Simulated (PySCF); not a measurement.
Species: C7H11N2 (charge +1).
Structure used (PBE0-D3(BJ)/def2-SVP), in Å, numbered top down from 1:
```xyz
20
C7H11N2 angstrom
N      3.0913   -0.2310   -1.1363
C      2.4890   -0.0094    0.1527
C      0.9791    0.0253    0.0864
C      0.2310    0.6075    1.1156
C     -1.1602    0.6021    1.0783
C     -1.7885    0.0118   -0.0105
N     -3.2640   -0.0087   -0.0573
C     -1.0799   -0.5685   -1.0558
C      0.3091   -0.5542   -0.9974
H      3.1797    0.6339   -1.6649
H      4.0206   -0.6312   -1.0514
H      2.8345    0.8984    0.6874
H      2.7562   -0.8540    0.8124
H      0.7394    1.0771    1.9616
H     -1.7327    1.0608    1.8899
H     -3.6419   -0.9595    0.0633
H     -3.6243    0.3511   -0.9518
H     -3.6660    0.5741    0.6875
H     -1.5896   -1.0266   -1.9085
H      0.9166   -0.9860   -1.7961
```

Linear response at CAM-B3LYP/def2-SVPD (PySCF, frozen core in the response, non-relativistic).

Static isotropic polarisability: 93.51 au (13.86 Å³), principal values 60.0, 95.9, 124.6 au.

(1) What is the polarisability at 1064 nm and at the sodium D line?

(2) What is the isotropic C6 coefficient between two such ions, C6 = (3/π)∫α(iω)² dω?

(3) Which effective excitation energy ω̄ makes London's formula C6 = (3/4)α²ω̄ exact here?

(4) What three-body coefficient follows from the one-pole estimate C9 = (3/4)·α·C6?

(5) What molar refraction at the D line follows from R = (4π/3)·N_A·α′, with α′ the polarisability volume?

(6) The lowest 6 singlets have (eV, f): 5.21, 0.019; 5.34, 0.010; 5.63, 0.008; 5.99, 0.002; 6.00, 0.028; 6.40, 0.000. What share of the static polarisability do they carry in the sum over states α = Σ f/ω²?

(7) How anisotropic is the static polarisability, by Δα² = ½[(α1 − α2)² + (α2 − α3)² + (α3 − α1)²]?

(8) How many electrons N does the Slater–Kirkwood formula C6 = (3/4)·√N·α^(3/2) need to give this C6?

Answers

(1) 94.51 au at 1064 nm (+1.1 %), 96.95 au at 589.3 nm (+3.7 %). The rise at 589.3 nm is 3.43 times that at 1064 nm; a pure ω² law gives 3.26. The lowest singlet lies at 238 nm, shorter than both wavelengths.

(2) 3520 au (Eh·bohr⁶) by a ten-point quadrature over imaginary frequencies, which is 2100 eV·Å⁶ or 203 J·nm⁶/mol.

(3) ω̄ = 4·C6/(3α²) = 0.537 Eh = 14.6 eV. A one-pole form α(ω) = α/(1 − ω²/ω̄²) fitted to the 1064 nm value gives 11.3 eV.

(4) 247000 au. This is an estimate from the two numbers above, not a computed integral.

(5) α′ = 14.37 Å³ gives R = 36.24 cm³/mol, for isolated, non-vibrating species.

(6) 1.58 au, 1.7 % of α; the largest term, 0.58 au, is that of the state at 6.00 eV. Their oscillator strengths add up to 0.07. Higher states carry the rest.

(7) Δα = 56.1 au, or 0.60 of the isotropic value.

(8) N = (4·C6/3)²/α³ = 26.9; the species has 66 electrons in all.

One conformer stands for the species.
